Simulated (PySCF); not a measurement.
**J couplings in [C8H5O2]-**

Geometry:
```tsv
atom	x (Å)	y (Å)	z (Å)
O1	3.435	-0.666	0.707
C2	2.541	-1.049	-0.070
O3	2.584	-1.876	-0.999
C4	1.149	-0.395	0.152
C5	0.976	0.533	1.194
C6	-0.252	1.163	1.469
C7	-1.270	0.785	0.613
C8	-1.109	-0.102	-0.392
C9	0.076	-0.747	-0.692
C10	-2.474	0.480	-0.219
H11	1.877	0.731	1.782
H12	-0.355	1.880	2.291
H13	0.270	-1.477	-1.482
H14	-3.290	-0.137	0.198
H15	-2.852	1.229	-0.937
```

Total charge -1.

Indirect spin–spin couplings were computed at B3LYP/pcJ-1 (without the spin–dipole term) (PySCF) on a PBE0-D3(BJ)/def2-SVP structure, for the isolated molecule, without vibrational or relativistic corrections. Couplings are averaged over pairs made equivalent by symmetry, fast rotation or ring inversion, so a value needn't be that of the named pair in this geometry, while other rotamers aren't included; one pair stands for each set, and the list holds those of at least 0.8 Hz over up to four bonds, among pairs with at least one H atom (others weren't computed).

Isotopes: ¹³C, ¹H.

| pair | bonds | J (Hz) |
| --- | --- | --- |
| C5, H11 | 1 | 169.9 |
| C6, H12 | 1 | ? |
| C9, H13 | 1 | ? |
| C10, H14 | 1 | 168.9 |
| C4, H13 | 2 | 1.4 |
| C5, H12 | 2 | ? |
| C6, H11 | 2 | 6.8 |
| C7, H12 | 2 | 5.3 |
| C7, H14 | 2 | -3.1 |
| C8, H13 | 2 | 8.1 |
| C8, H14 | 2 | ? |
| H14, H15 | 2 | -1.7 |
| C2, H11 | 3 | 3.4 |
| C2, H13 | 3 | 2.7 |
| C4, H12 | 3 | 4.5 |
| C5, H13 | 3 | ? |
| C7, H11 | 3 | 13.0 |
| C7, H13 | 3 | 5.9 |
| C8, H12 | 3 | 5.7 |
| C9, H11 | 3 | 6.2 |
| H11, H12 | 3 | 7.1 |
| C6, H13 | 4 | -2.0 |
| C8, H11 | 4 | ? |
| C9, H12 | 4 | ? |
| C10, H11 | 4 | ? |

Question: Estimate the withheld couplings, with signs.

Answer: 
- ¹J(C6,H12) = 166.4 Hz (bond length 1.095 Å, sp2 carbon)
- ¹J(C9,H13) = 181.2 Hz (bond length 1.093 Å, sp2 carbon)
- ²J(C5,H12) = 4.7 Hz (angle at C6 121°)
- ²J(C8,H14) = -2.9 Hz (angle at C10 120°)
- ³J(C5,H13) = 4.2 Hz (dihedral angle 180°)
- ⁴J(C8,H11) = -1.0 Hz
- ⁴J(C9,H12) = -2.0 Hz
- ⁴J(C10,H11) = 2.1 Hz
